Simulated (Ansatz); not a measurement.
Start from `[CH3][Ta](=[O])([Cl])[Cl]` and change one atom or group to get `[CH3][Ta]([NH2])(=[O])[Cl]`.

Ansatz, PBE0-D4/def2-TZVP geometries, multiplicity 1. Each molecule was computed in one conformer, which needn't be the lowest.

Elements past krypton have def2 core potentials.

```csv
property,`[CH3][Ta](=[O])([Cl])[Cl]`
LUMO energy (PBE/def2-TZVPP) / eV,-3.28
HOMO–LUMO gap (ωB97M-V/def2-TZVPP) / eV,11.10
HOMO–LUMO gap (PBE0/def2-TZVPP) / eV,6.68
LUMO energy (B3LYP/def2-TZVPP) / eV,-2.67
size of the dipole moment (PBE/def2-TZVPP) / D,2.21
HOMO energy (B3LYP/def2-TZVPP) / eV,-8.88
```

(1) Give the same properties after the change, and the shifts. (Best estimate.)

Answers

(1) Ansatz gave: 
```tsv
property	`[CH3][Ta]([NH2])(=[O])[Cl]`	shift
LUMO energy (PBE/def2-TZVPP) / eV	-2.36	0.92
HOMO–LUMO gap (ωB97M-V/def2-TZVPP) / eV	11.28	0.18
HOMO–LUMO gap (PBE0/def2-TZVPP) / eV	6.84	0.16
LUMO energy (B3LYP/def2-TZVPP) / eV	-1.75	0.92
size of the dipole moment (PBE/def2-TZVPP) / D	3.54	1.33
HOMO energy (B3LYP/def2-TZVPP) / eV	-8.11	0.77
```

With PBE0 the HOMO rises by 0.77 eV and the LUMO rises by 0.93 eV, so the gap widens by about 0.16 eV. PBE moves the HOMO by 0.76 eV and ωB97M-V by 0.73 eV. The zero-point energy changes by 63.6 kJ/mol with +6 modes. Dipoles are sizes alone; their direction can turn.

Positive LUMOs are unbound, so they and the gaps depend on the basis.

B3LYP here is the variant with VWN-RPA as its local correlation; programs differ in this.
